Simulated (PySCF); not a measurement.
**Gas-phase XPS of (HBNH)3 ring, computed**

Compound: (HBNH)3 ring, B₃H₆N₃.
Structure used (PBE0-D3(BJ)/def2-SVP), in Å, numbered top down from 1:
```
atom  x, y, z in Å
B1    -0.1530    0.8987   -1.1216
H2    -0.2810    1.6500   -2.0609
N3    -1.1776    0.7587   -0.1386
B4    -1.0562   -0.1198    0.9792
H5    -1.9414   -0.2223    1.7972
N6     0.1500   -0.8731    1.0938
B7     1.2097   -0.7781    0.1431
H8     2.2215   -1.4306    0.2609
N9     1.0286    0.1170   -0.9531
H10   -2.0244    1.3023   -0.2389
H11    0.2566   -1.5029    1.8777
H12    1.7672    0.2002   -1.6387
```

Computed with PySCF, delta-SCF UKS SCAN, pcX-2 on the ionised atom, pcseg-1 elsewhere, spin-free X2C. Binding energies are ΔSCF values: E(core-ionised, relaxed orbitals) − E(ground state) at a fixed geometry, referred to the vacuum level.

Problem. What binding energy does each computed site have?

Solution. 
```json
{"atom(s)": "B1/B4/B7", "environment": "boron bonded to 2 N and H", "level": "B 1s", "binding energy (eV)": "195.81", "count": "3"}
{"atom(s)": "N3/N6/N9", "environment": "nitrogen bonded to 2 B and H", "level": "N 1s", "binding energy (eV)": "404.67", "count": "3"}
```

Problem. Express the binding energy of N 1s of N3/N6/N9 in atomic units and per mole.

Solution. 404.67 eV = 14.8713 Eh = 39045 kJ/mol.

The first atom of each set that the bonding makes equivalent was ionised and stands for the set. The structure is a single PBE0-D3(BJ)/def2-SVP conformer in the gas phase; no vibrational or solvent corrections.

Hardware: one thread, Intel Xeon at 2.50 GHz (x86_64) (shared host). Cost: 37 s wall, 0.46 GiB resident at most.
